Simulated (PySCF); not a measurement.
Working out the ionisation energy of Al²⁺

Al²⁺ [Ne] 3s1 (2S) → Al³⁺ [Ne] (1S). All numbers are calculated (PySCF 2.14, the spin-free X2C one-electron Hamiltonian (Gaussian nucleus), in aug-cc-pCVTZ-DK). Frozen: nothing. Energies in hartree (1 hartree = 27.21139 eV):

| part | Al²⁺ (lower) | Al³⁺ (upper) |
| --- | --- | --- |
| UHF | -241.464209 | -240.431983 |
| MP2 opposite-spin | -0.225603 | -0.220555 |
| MP2 same-spin | -0.082088 | -0.077369 |

Task: What does Hartree-Fock give?

Result: (-240.431983) − (-241.464209) = 1.032226 hartree = 28.088 eV.

Task: What do MP2 and SCS-MP2 (6/5 opposite-spin, 1/3 same-spin) give?

Result: The opposite-spin parts differ by 0.137 eV and the same-spin parts by 0.128 eV. MP2: 28.088 + (0.137) + (0.128) = 28.353 eV. SCS-MP2: 28.088 + 1.2 × (0.137) + (0.128)/3 = 28.295 eV.

Measured between the centres of the two terms (NIST): 28.448 eV, so MP2 (all electrons) is off by -0.095 eV.

What remains against the reference includes basis incompleteness and correlation beyond second order.
